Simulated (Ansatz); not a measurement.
Reaction (atomization): `C[O][Ge]([F])([Cl])[SeH]` → C• + Cl• + F• + Ge• + 4 H• + O• + Se•

Computed with Ansatz on PBE0-D4/def2-TZVP structures; ΔE is electronic, products minus reactants. CCSD(T)/CBS adds triple-zeta CCSD(T) − MP2 to the extrapolated MP2 energy (def2 sets, frozen cores). This one scheme is used for every species, atoms too. Functionals use def2-TZVPP. B3LYP here is the variant with VWN-RPA as its local correlation; programs differ in this. No spin–orbit coupling; open shells (•) take unrestricted orbitals. Spin–orbit coupling would lower the free atoms: a little for C, Cl, F, O; clearly for Ge, Se. Bonds to Ge, Se are less sure, by a few kJ/mol each and by 10 to 20 or more in all where they break to atoms, as the def2 sets lack core-valence functions. Scalar relativity is left out up to krypton. Each species was taken in one conformer, which may not be the lowest.

`C[O][Ge]([F])([Cl])[SeH]`:

```xyz
10

C     1.396    0.662   -0.686
O     0.729   -0.151    0.270
Ge   -0.991   -0.422    0.127
F    -1.720    1.141    0.005
Cl   -1.498   -1.394   -1.700
Se   -1.764   -1.629    1.937
H     1.339    0.228   -1.689
H     0.985    1.675   -0.709
H     2.444    0.711   -0.385
H    -0.919   -0.822    2.830
```

**Question.** What is ΔE at CCSD(T)/CBS? (An estimate is asked.)

**Answer.** Ansatz gave: +35.83 eV.

**Question.** What do these levels give: PBE-D4, r2SCAN-D4, B3LYP-D4, ωB97M-V, B2PLYP, PBE, B3LYP, HF/def2-TZVPP, SCS-MP2/def2-TZVPP, CCSD(T)/def2-TZVPP, HF/def2-QZVPP, MP2/CBS(def2)? (An estimate is asked.)

**Answer.** The calculation gave: PBE-D4 36.40, r2SCAN-D4 35.87, B3LYP-D4 35.31, ωB97M-V 35.55, B2PLYP 35.09, PBE 36.11, B3LYP 34.82, HF/def2-TZVPP 24.78, SCS-MP2/def2-TZVPP 35.30, CCSD(T)/def2-TZVPP 34.85, HF/def2-QZVPP 24.81, MP2/CBS(def2) 36.82 eV.

Largest T1 diagnostic among the species: 0.011.

In def2-TZVPP, CCSD(T) changes the Hartree–Fock value by +10.08 eV (the triples alone add +0.72 eV) and MP2 by +11.06 eV; breaking electron pairs costs correlation energy, which Hartree–Fock lacks. The D4 term adds +0.48 eV with B3LYP and +0.26 eV with PBE0; it sums over pairs of atoms, weighted by their polarisabilities, and B3LYP, whose exchange is more repulsive, gets the larger term. From PBE to PBE0 (25 % exact exchange), in def2-TZVPP and without D4, ΔE moves by −0.86 eV: exact exchange takes away binding that semilocal exchange gives to molecules.

For atomizations the MP2-based limit and the directly extrapolated one differ by several kJ/mol either way, and by 10 to 25 for some Ge, Se and Sn compounds, so smaller differences from it don't rank the levels.
